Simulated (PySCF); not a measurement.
Stepwise substitution at one centre (B NH2-SiH3). Gas-phase values, no solvent. Strings in code marks are SMILES.

The HOMO from two functionals at the same geometries (B3LYP-D3(BJ)/def2-TZVP), both in PySCF: PBE-D3(BJ)/def2-TZVP and B3LYP-D3(BJ)/def2-TZVP. B3LYP has the VWN-RPA correlation part, as in Gaussian. 

| species | PBE-D3(BJ)/def2-TZVP (eV) | B3LYP-D3(BJ)/def2-TZVP (eV) |
|---|---|---|
| 0 of 3 NH2 replaced by SiH3 (`NB(N)N`) | -5.08 | -6.29 |
| 1 of 3 NH2 replaced by SiH3 (`NB(N)[SiH3]`) | -5.76 | -6.89 |
| 2 of 3 NH2 replaced by SiH3 | -6.25 | -7.19 |
| 3 of 3 NH2 replaced by SiH3 (`[SiH3]B([SiH3])[SiH3]`) | -6.84 | -7.81 |

Over these rows, drawn at random from the members with no instability flagged (it was tested for open shells, ions and some series alone), PBE minus B3LYP-D3(BJ): mean +1.06 eV, from +0.94 eV to +1.22 eV.
